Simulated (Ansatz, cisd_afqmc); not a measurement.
System: SbH3, charge 0, triplet. This triplet is an excited state, 2.8 eV above the singlet at CCSD(T)/def2-QZVPP (Ansatz, a first-principles code). SbH3 (parent SMILES [SbH3], triplet).
B3LYP-D3(BJ)/def2-TZVP minimum from Ansatz:
```
Sb
H 1 1.7056
H 1 1.8575 2 90.85
H 1 1.8575 2 90.85 3 180.00
```
Charge 0, spin multiplicity 3.

Total energies in def2-SVP, 8 correlated electrons, 9 frozen orbitals. UHF or UKS for unpaired electrons; spin-orbit terms are left out. Cores are frozen in correlated methods (noble-gas shells, and filled d and f shells in the p block). Past Kr the def2 sets carry scalar-relativistic core potentials. AFQMC/CISD: phaseless, guided by CISD from CCSD amplitudes; bars are statistical, one sigma. Outlying blocks are dropped, and bars are widened where a walk drifts. Over all cases where full CI ran beside it in this data, AFQMC minus full CI had a median of +0.1 mEh and passed +0.4 mEh in a tenth of the cases. Spin-orbit terms, left out, reach several kcal/mol for Br and I, and more for heavier atoms. The UHF reference of H3Sb (parent SMILES [SbH3], triplet) is spin-contaminated (<S^2> up to 0.07 over the pure value in the sets run). The spin of H3Sb (parent SMILES [SbH3], triplet) was assumed, and the state is the lowest solution found for it.

| method | program | energy (Eh) | minus CCSDTQ (mEh) |
|---|---|---|---|
| HF | Ansatz | -240.88574 | 124.49 |
| MP2 | Ansatz | -240.97819 | 32.04 |
| CCSD | Ansatz | -241.00652 | 3.71 |
| CCSD(T) | Ansatz | -241.00932 | 0.91 |
| CCSDT(Q) | Ansatz | -241.01022 | 0.01 |
| CCSDTQ | Ansatz | -241.01023 | 0.00 |
| AFQMC/CISD | cisd_afqmc | -241.0100 ± 0.0001 | 0.2 ± 0.1 |

Rough core times of Ansatz's runs on a shared machine: CCSD(T) under 20 s, CCSDT(Q) under 20 s, CCSDTQ 5 min.
